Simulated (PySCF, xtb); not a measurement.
Mo(O)(S)(F)(NH2) (FH2MoNOS), SMILES [NH2][Mo](=[O])([F])=[S], multiplicity 1.

GFN2-xTB in xtb at its own geometry gives an orbital gap of 2.60 eV and a dipole moment of 5.83 D.

Geometry: B3LYP-D3(BJ)/def2-SVP. The multiplicity is an assumed one; no other spin state was optimised. The structure was generated by enumeration; whether it is a known compound was not checked. The def2 effective core potentials stand for the cores of Mo; spin–orbit coupling is left out. One conformer was computed; it need not be the lowest.

Q: What does B3LYP/def2-TZVP (PySCF) give? (An estimate is asked for; the answer gives what the named calculation found.)

A: gap 4.34 eV (levels -7.62 and -3.28 eV), dipole 3.73 D.
